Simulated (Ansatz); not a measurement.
C2H8GeO2 (`C[CH2][GeH]([OH])[OH]`). Total charge 0; spin multiplicity 1. The geometry is a stationary point of PBE0-D4/def2-TZVP. It is one conformer, not always the lowest.

```xyz
13

C    -1.384   -0.068   -1.268
C    -1.020    0.147    0.195
Ge    0.833   -0.253    0.583
O     1.051    0.077    2.315
O     1.849    0.874   -0.354
H    -0.765    0.549   -1.924
H    -2.428    0.192   -1.457
H    -1.248   -1.110   -1.570
H    -1.174    1.188    0.493
H    -1.638   -0.465    0.857
H     1.314   -1.687    0.252
H     1.972    0.094    2.585
H     2.639    0.463   -0.708
```

(1) What is the dipole moment at PBE/def2-TZVPP? (Estimate.)

(2) And with r2SCAN, B3LYP, ωB97M-V? (Estimate.)

(3) Give the Mulliken charges with PBE, B3LYP, r2SCAN in def2-TZVPP. (Estimate.)

## Answers

(1) Computed: 1.63 D, with components (0.67, -1.22, -0.85) D in this frame, pointing from negative to positive charge.

(2) Computed: r2SCAN 1.70 D, B3LYP 1.76 D, ωB97M-V 1.79 D.

(3) Computed: 
```tsv
atom	PBE	B3LYP	r2SCAN
C1	-0.27	-0.27	-0.15
C2	-0.19	-0.20	-0.14
Ge3	0.51	0.60	0.60
O4	-0.39	-0.43	-0.45
O5	-0.39	-0.43	-0.45
H6	0.10	0.10	0.06
H7	0.09	0.09	0.05
H8	0.08	0.08	0.05
H9	0.09	0.09	0.07
H10	0.09	0.09	0.06
H11	-0.07	-0.06	-0.06
H12	0.17	0.17	0.18
H13	0.18	0.17	0.19
```

B3LYP here is the variant with VWN-RPA as its local correlation; programs differ in this.
